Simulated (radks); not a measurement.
P III, configuration [Ne] 3s2 3p1. All-electron calculation, scalar-relativistic Kohn-Sham, TASK exchange with Perdew-Wang LDA correlation, spin-polarised, spherical densities, finite nucleus; open shells are filled with parallel spins first; meta-GGA in the generalised Kohn-Sham scheme; Fermi nuclear charge, rms radius 3.1889 fm. Program: a radial shooting solver on a logarithmic mesh with Libxc functionals. Some entries of the table are withheld. Estimate them.

orbital,occ.,eigenvalue (eV),<1/r> (bohr^-1),<r> (bohr)
1s up,1,-2122.791,14.63,0.1038
1s down,1,-2122.577,14.63,0.1038
2s up,1,-203.6228,2.839,0.5180
2s down,1,-203.4966,2.838,0.5179
2p up,3,-152.3508,2.720,0.4825
2p down,3,-152.0918,2.720,0.4821
3s up,1,-35.6733,0.7656,(1)
3s down,1,-33.4198,0.7601,(2)
3p up,1,-25.1016,0.6797,1.955

Answer. 
(1) 3s up <r> (bohr): 1.772
(2) 3s down <r> (bohr): 1.785
